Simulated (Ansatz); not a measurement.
Be(OSiH3)2 (BeH₆O₂Si₂), SMILES [SiH3][O][Be][O][SiH3].

The structure is a stationary point at B3LYP-D3(BJ)/def2-SVP. The structure was generated by enumeration; whether it is a known compound was not checked. Other conformers were not sampled.

Two levels are set side by side: PBE/def2-SVPD (Ansatz, an electronic-structure program) and CAM-B3LYP/def2-SVPD (Ansatz). Energy differences of separate SCF runs at the same geometry; the states with an electron removed or added have multiplicity 2 and 2. Differences are taken from unrounded values.

```tsv
quantity	CAM-B3LYP	PBE	PBE minus CAM-B3LYP
vertical ionisation energy (eV)	10.86	9.72	-1.14
vertical singlet–triplet gap (eV)	7.20	5.95	-1.25
```
